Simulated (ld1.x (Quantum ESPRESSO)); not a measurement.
An all-electron radial function and its pseudo partner (gold (Au))

Columns: radius, all-electron u(r) and pseudo u(r) of the 6s shell (level -5.80 eV) of gold in the configuration [Kr] 4d10 4f14 5s2 5p6 5d10 6s1 6p0; PBEsol, scalar-relativistic, TM semilocal scheme, ld1.x (Quantum ESPRESSO) 7.5.

```csv
r (bohr),all-electron,pseudo
0.105,0.0946,-0.0110
0.210,-0.0149,-0.0224
0.315,-0.1969,-0.0350
0.420,-0.0874,-0.0492
0.525,0.1145,-0.0657
0.630,0.2594,-0.0853
0.735,0.3082,-0.1087
0.840,0.2745,-0.1367
0.945,0.1870,-0.1700
1.050,0.0717,-0.2092
1.155,-0.0521,-0.2543
1.260,-0.1720,-0.3049
1.365,-0.2808,-0.3597
1.470,-0.3754,-0.4167
1.575,-0.4547,-0.4730
1.680,-0.5190,-0.5254
1.785,-0.5695,-0.5711
1.890,-0.6075,-0.6077
1.995,-0.6348,-0.6348
2.100,-0.6526,-0.6526
2.205,-0.6624,-0.6624
2.310,-0.6656,-0.6656
2.415,-0.6631,-0.6631
2.520,-0.6560,-0.6560
2.625,-0.6452,-0.6452
2.730,-0.6313,-0.6313
```

**Question.** How many radial nodes do the two functions have?

**Answer.** The all-electron 6s function has n − l − 1 = 5 (the table is too coarse to show those close to the nucleus); the pseudo-wave has 0, since the states of the same l below it are removed with the core.

**Question.** At about which radius was the pseudo-wave matched?

**Answer.** 2.10 bohr. The columns agree to 0.0005 from 1.89 bohr on; several derivatives are matched, so the curves merge somewhat inside the radius.

**Question.** Is the pseudo-wave norm-conserving?

**Answer.** Yes: the TM semilocal scheme keeps the norm inside the radius equal to the all-electron one, which fixes the energy derivative of the logarithmic derivative at the level.
